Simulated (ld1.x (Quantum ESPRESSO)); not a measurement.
**Which change was made? (Cl, TM)**

```
Element                 : Cl
Generator               : ld1.x (Quantum ESPRESSO) 7.5
Type                    : norm-conserving Troullier–Martins (Kleinman–Bylander form)
Functional              : LDA (PZ)
Relativity              : non-relativistic
Frozen core             : [Ne]
Valence charge          : 7
Reference configuration : 3s2 3p5
Partial waves           : 3p (bound): rc 1.40 bohr; 3d channel at 0.45 Ry: rc 1.45 bohr; 3s (bound): rc 0.95 bohr
Local potential         : the s channel
Core correction         : a·sin(br)/r model core inside 0.50 bohr
```

Cutoffs, loose and tight: the cutoffs (Ry, on a coarse ladder) from which the occupation-weighted sum of valence levels, in a spherical-Bessel basis at the reference potential, stays within 10 and 1 mRy of its value at 400 Ry. They do not see the model core or the augmentation charge, which bear on the density cutoff. Test errors are all-electron minus pseudo excitation energies from the reference, over the configurations 3s2 3p4; 3s2 3p3; 3s2 3p2; 3s1 3p5; 3s2 3p4.5; 3s2 3p5.3; 3s2 3p1 (two spin-polarised tests are not counted in the largest error); variants that change the core or the reference have their own tests.

The base gives: outcome: generated; cutoff, loose: 140 Ry; cutoff, tight: 260 Ry; bound ghosts: none; largest test error (meV): +303.

(1) After one change the result is: outcome: generated; cutoff, loose: over 300 Ry; cutoff, tight: over 300 Ry; bound ghosts: s (extra level of the local part); largest test error (meV): +532. Which change was it?
A. all radii but the core radius scaled by about 0.89 (s 0.84, p 1.24, d 1.30 bohr)
B. all radii but the core radius scaled by about 1.16 (s 1.10, p 1.62, d 1.68 bohr)
C. all radii but the core radius scaled by about 1.35 (s 1.28, p 1.90, d 1.96 bohr)
D. all radii but the core radius scaled by about 0.80 (s 0.76, p 1.12, d 1.16 bohr)

Answers

(1) D. The others give: all radii but the core radius scaled by about 1.35 (s 1.28, p 1.90, d 1.96 bohr) → outcome: generated; cutoff, loose: 50 Ry; cutoff, tight: 70 Ry; bound ghosts: none; largest test error (meV): +169 | all radii but the core radius scaled by about 1.16 (s 1.10, p 1.62, d 1.68 bohr) → outcome: generated; cutoff, loose: 60 Ry; cutoff, tight: 140 Ry; bound ghosts: none; largest test error (meV): +228 | all radii but the core radius scaled by about 0.89 (s 0.84, p 1.24, d 1.30 bohr) → outcome: generated; cutoff, loose: 260 Ry; cutoff, tight: over 300 Ry; bound ghosts: none; largest test error (meV): +407.
